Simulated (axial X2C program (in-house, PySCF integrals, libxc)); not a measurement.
# Ionising SnBr

All values come from calculations with an in-house relativistic program for diatomic molecules, spin-free (one-electron X2C) or two-component (2c: spin–orbit coupling with atomic mean-field Coulomb and Gaunt terms, which also bring small scalar terms), in Dyall basis sets with cores contracted in-house; open shells are unrestricted.

Basis sets: Br dyall-cv3z, Sn dyall-cv3z.

```csv
Hamiltonian,level,SnBr state,Re (Å),ωe (cm⁻¹),De (eV)
spin-free,HF,"M_S = 1/2, Λ = 1",2.540,238.9,2.22
spin-free,PBE0,"M_S = 1/2, Λ = 1",2.515,244.0,3.51
2c,HF,Ω = 1/2,2.543,237.2,n/a
2c,PBE0,Ω = 1/2,2.518,242.3,n/a
```

Adiabatic ionisation energy (minimum to minimum, no zero-point term) and constants of SnBr⁺:

| Hamiltonian | level | SnBr⁺ state | IE (eV) | Re (Å) | ωe (cm⁻¹) | De (eV) | fragments |
| --- | --- | --- | --- | --- | --- | --- | --- |
| spin-free | HF | M_S = 0, Λ = 0 | 6.60 | 2.400 | 307.7 | 2.47 | Sn+ + Br |
| spin-free | PBE0 | M_S = 0, Λ = 0 | 6.92 | 2.399 | 301.4 | 3.90 | Sn+ + Br |
| 2c | HF | Ω = 0 | 6.74 | 2.401 | 306.9 | 1.98 | Sn+ + Br |
| 2c | PBE0 | Ω = 0 | 7.07 | 2.400 | 300.2 | n/a | Sn+ + Br |

Task: Add the zero-point terms to the ionisation energy at PBE0, 2c, and say whether the electron removed was bonding.

Result: IE0 = IE + (ωe⁺ − ωe)/2 = 7.07 + (0.004) = 7.07 eV. Re changes by -0.118 Å, so the bond shortens, as on loss of an antibonding or a polarising non-bonding electron.

Each entry is the lowest single determinant of a limited PBE0 search at one distance. De goes to single-determinant-based atoms at the same level (for ions the charge split of lowest energy) and is withheld (n/a) where an atom does not fit its ground term or J level. Main or longest-lived isotopes. The functionals have no current term, which raises determinants with orbital currents.
